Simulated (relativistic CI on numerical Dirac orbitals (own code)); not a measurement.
Al11+: sensitivity of the levels to the model

Base calculation: Dirac-Coulomb-Breit CI, KLI orbitals optimised for each configuration, model QED (radiative potential, 1s self-energy scaled to tabulated hydrogen-like ionisation energies), unscaled Slater integrals.

Configurations in the expansion: 1s², 1s2s, 1s2p, 1s3s, 1s3p, 1s3d, 1s4s, 1s4p, 1s4d, 1s4f, 1s5s, 1s5p, 1s5d, 1s5f, 1s5g, 1s6s, 1s6p, 1s6d. Levels of other configurations are missing.

The lowest level and the first level of each name with at least 55 % of one term (blank where a level has no safe partner in the second run):

```tsv
Level	Base (eV)	Shift (eV)
1s² ¹S0	0.00	0.00
1s2s ³S1	1573.76	+0.74
1s2p ³P°0	1586.81	+0.49
1s2p ³P°1	1586.96	+0.65
1s2p ³P°2	1587.59	+0.73
1s2s ¹S0	1587.81	+0.61
1s2p ¹P°1	1597.55	+0.76
1s3s ³S1	1861.01	+0.74
1s3p ³P°0	1864.60	+0.67
1s3p ³P°1	1864.65	+0.72
1s3s ¹S0	1864.80	+0.70
1s3p ³P°2	1864.83	+0.74
1s3d ³D1	1866.77	+0.73
1s3d ³D2	1866.77	+0.74
1s3d ³D3	1866.84	+0.75
1s3d ¹D2	1866.95	+0.74
1s3p ¹P°1	1867.65	+0.74
1s4s ³S1	1959.73	+0.74
1s4p ³P°0	1961.21	+0.71
1s4p ³P°1	1961.23	+0.73
1s4s ¹S0	1961.30	+0.72
1s4p ³P°2	1961.30	+0.74
```

At this charge energies of transitions that change n are usually good to better than 1 %, and those within a shell (Δn = 0) to a few per cent.

**Question.** One thing was changed in a second run, which moved the levels as shown. Which?
A. QED terms removed
B. configuration mixing switched off
C. Breit term removed

**Answer.** C. Breit term removed. The Breit term mainly narrows fine-structure intervals, so removing it widens them.

LS names give the leading component of a level, which can be under half, so a name can repeat, a term be missing and a line seem to break the LS rules.
